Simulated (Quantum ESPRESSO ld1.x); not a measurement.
Question: Radial electron density D(r) = 4 pi r^2 rho(r) of an atom or ion with 26 electrons. Calculated with ld1.x of Quantum ESPRESSO 7.5: Dirac Kohn-Sham, PBE, spin-unpolarised, spherical densities, point nucleus.

| r (bohr) | D(r) (e/bohr) |
|---|---|
| 0.001021 | 3.546 |
| 0.001277 | 5.133 |
| 0.001585 | 7.277 |
| 0.001984 | 10.35 |
| 0.002462 | 14.37 |
| 0.00308 | 19.90 |
| 0.003822 | 26.76 |
| 0.004744 | 35.21 |
| 0.005935 | 45.49 |
| 0.007366 | 56.30 |
| 0.009215 | 67.31 |
| 0.01144 | 76.11 |
| 0.01431 | 81.45 |
| 0.01776 | 81.78 |
| 0.02204 | 77.97 |
| 0.02757 | 72.96 |
| 0.03422 | 72.17 |
| 0.04281 | 79.55 |
| 0.05314 | 92.59 |
| 0.06648 | 102.7 |
| 0.08251 | 99.30 |
| 0.1024 | 83.68 |
| 0.1281 | 69.58 |
| 0.159 | 70.51 |
| 0.1989 | 77.67 |
| 0.2469 | 69.92 |
| 0.3089 | 43.23 |
| 0.3833 | 17.40 |
| 0.4757 | 4.166 |
| 0.5952 | 0.4884 |
| 0.7387 | 0.02838 |

What is the nuclear charge?

Answer: Z = 61. The innermost maximum, from 1s, lies near gamma/Z bohr with gamma = sqrt(1 - (Z/c)^2) = 0.895, here 0.0147 bohr (found: 0.0161), and its height grows with Z. The density is that of the promethium ion Pm35+ in [Ar] 3d8; the configuration itself is not fixed sharply by these data, and Z only to a few units. D(r) has 3 maxima, at r = 0.0161, 0.0709, 0.205 bohr, and minima at 0.0316, 0.140 bohr, inside which lie 2.03, 11.28 electrons.
